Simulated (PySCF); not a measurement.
B(NCO)(OH)(OMe) (C2H4BNO3), SMILES COB(O)N=C=O. Heavy atoms are numbered as in [B:1]([N:2]=[C:3]=[O:4])([OH:5])[O:7][CH3:8]. Hydrogens are named by the atom that carries them.

Geometry: B3LYP-D3(BJ)/def2-SVP. The structure was generated by enumeration, and PubChem lists no compound with its InChIKey, so it may never have been made. Other conformers were not sampled.

The numbers are results of HF/pcSseg-1 run with PySCF, not measurements.

GIAO shieldings, no solvent; atoms alike by connectivity are averaged. δ = σ(ref) − σ: ¹¹B against BF3 (σ = 102.7 ppm); ¹⁵N against NH3 (σ = 267.3 ppm); ¹³C against TMS (σ = 192.6 ppm); ¹⁷O against H2O (σ = 333.0 ppm); ¹H against TMS (σ = 31.99 ppm), references at their B3LYP-D3(BJ)/def2-TZVP geometries, non-relativistic.

### Question
Estimate the chemical shifts. (The exact figures need the calculation; the answer reports its results.)

### Answer

| nucleus | atoms | count | δ (ppm) |
|---|---|---|---|
| ¹¹B | B1 | 1 | 7.1 |
| ¹⁵N | N2 | 1 | 44.6 |
| ¹³C | C3 | 1 | 139.2 |
| ¹³C | C8 (CH3) | 1 | 51.5 |
| ¹⁷O | O4 | 1 | 133.1 |
| ¹⁷O | O5 (OH) | 1 | 85.6 |
| ¹⁷O | O7 | 1 | 54.9 |
| ¹H | H on O5 | 1 | 3.96 |
| ¹H | H on C8 | 3 | 3.87 |
